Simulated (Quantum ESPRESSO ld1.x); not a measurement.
Values are calculated unless marked as measured or tabulated.
Question: These are the eigenvalues of the occupied orbitals of an atom or ion with whole-number occupations (eV). Code: ld1.x of Quantum ESPRESSO 7.5. Model: scalar-relativistic Kohn-Sham, LDA (Slater exchange, Perdew-Zunger correlation), spin-polarised, spherical densities, point nucleus.

1s up: -28982.389
1s down: -28982.144
2s up: -5394.411
2s down: -5385.011
2p up: -4977.604
2p down: -4970.323
3s up: -1855.580
3s down: -1845.263
3p up: -1721.248
3p down: -1710.633
3d up: -1536.378

Which element is it, and in what charge state? The configuration may be excited. Open shells, if any, are filled with parallel spins first.

Answer: Z = 49, indium, charge +28: In28+ in [Ar] 3d3. The list shows which subshells hold electrons but not how many an open one holds; the 1s level, -1065.1 hartree, gives Z - s = 46.2 by -(Z - s)^2/2, which with screening and relativity narrows Z to a few neighbours, and the depths of the outer levels then fix element, charge and occupations together.
